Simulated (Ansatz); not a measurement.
## Which method gave which barrier?

Saddle point of CH8GeO, singlet (GeH₄O ([OH][GeH3]) + CH₄ → CH₆Ge ([CH3][GeH3]) + H₂O; bonds formed: Ge1–C7, O2–H6; bonds broken: Ge1–O2, H6–C7), PBE0-D4/def2-TZVP structure:

```
11
angstrom
Ge -0.7340 0.8632 0.1950
O 0.7232 0.1730 1.4399
H -0.8754 1.2413 -1.3000
H -1.9690 0.1514 0.7488
H -0.5652 2.2485 0.8849
H 0.7352 -0.4731 0.4789
C 0.2865 -1.0335 -0.7887
H 1.4749 0.7672 1.5487
H -0.7038 -1.3692 -1.1015
H 0.8132 -0.6324 -1.6552
H 0.8143 -1.9365 -0.4506
```

Ansatz 0.2.0; basis: def2-TZVPP, with def2-QZVPP for the basis limit; cores frozen in the correlated methods. Filled d shells of the heavier atoms are correlated. The def2 sets are not built for correlating such inner shells, so the correlated values are less sure here. Extrapolation: Hartree–Fock as exp(−7.88 √X), correlation as X^−2.97. Four methods, as single points on the PBE0-D4 structures, gave these electronic barriers from the start structure: 226.1, 246.7, 266.7, 347.8 kJ/mol.

Q: The methods were, in alphabetical order, CCSD(T), HF, PBE-D4, PBE0-D4. Which gave which? (Judge from chemistry; the calculation decides.)

A: By the calculation: PBE-D4 226.1; PBE0-D4 246.7; CCSD(T) 266.7; HF 347.8 kJ/mol. For comparison, CCSD(T) at an estimated basis limit (MP2 extrapolated from triple and quadruple zeta, plus CCSD(T) − MP2 in triple zeta) gives 269.3 kJ/mol.

No T1 diagnostic of these runs exceeds 0.013.

Labels in which every atom is bracketed show which atoms are joined, not bond orders.

For scale, one of the runs: CCSD(T)/def2-TZVPP, 222 basis functions, launched by `ansatz run in.yaml --threads 4 --pin off --events-out ev --progress --plain --max-ram 9574MiB`. Hardware: 4 CPU threads of an Arm Neoverse V2, shared host. Wall time 70 s; peak host memory 3.6 GiB.
